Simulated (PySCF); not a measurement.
# Bond curve of BiB

Set-up: Bi aug-cc-pVDZ-PP with ECP60, B aug-cc-pVDZ; scalar-relativistic core potentials (PySCF 2.14). Energies in eV from Bi + B in their ground configurations at the same level. State: ³Π (triplet), unpaired electrons σ ↑, π ↑.

```csv
R (Å),PBE0,UHF-CCSD,MN15
1.850,-1.077,,-1.092
1.936,-1.653,-0.765,-1.654
2.022,-1.966,-1.119,-1.959
2.087,-2.075,-1.254,-2.065
2.151,-2.102,-1.322,-2.095
2.216,-2.069,-1.315,-2.066
2.302,-1.957,-1.237,-1.965
2.409,-1.749,-1.065,-1.776
2.538,-1.459,-0.799,-1.502
2.710,-1.090,,-1.117
```

Put a parabola through the three lowest points of the PBE0 curve and estimate Re, k and ωe (reduced mass 10.46 u; 1 eV/Å² = 0.16022 mdyn/Å; ωe = 1302.8·√(k/μ) cm⁻¹).

Through R = 2.087, 2.151, 2.216 Å the second-order coefficient is 7.21 eV/Å², so Re ≈ 2.148 Å, k ≈ 2.31 mdyn/Å and ωe ≈ 612 cm⁻¹. A polynomial fit of higher order to the unrounded PBE0 energies gives Re = 2.145 Å, k = 2.39 mdyn/Å, ωe = 623 cm⁻¹; anharmonicity and rounding make the difference.

The higher-order fit for each curve: PBE0: Re = 2.145 Å, ωe = 623 cm⁻¹, De = 2.10 eV; MN15: Re = 2.148 Å, ωe = 602 cm⁻¹, De = 2.09 eV. UHF-CCSD gave no clean fit.

Correlated steps freeze 5 core orbitals. Correlated levels converge slowly with the basis: in double zeta they bind strong bonds too weakly, by up to about 1 eV, and carry superposition errors of some tenths. ⟨S²⟩ of the unrestricted solution departs from its pure value on part of the curve, where spin states mix. Spin–orbit coupling is left out, which matters for elements this heavy, above all for dissociation energies. The state is the lowest determinant that a PBE0 search found; another state may lie lower at other levels.
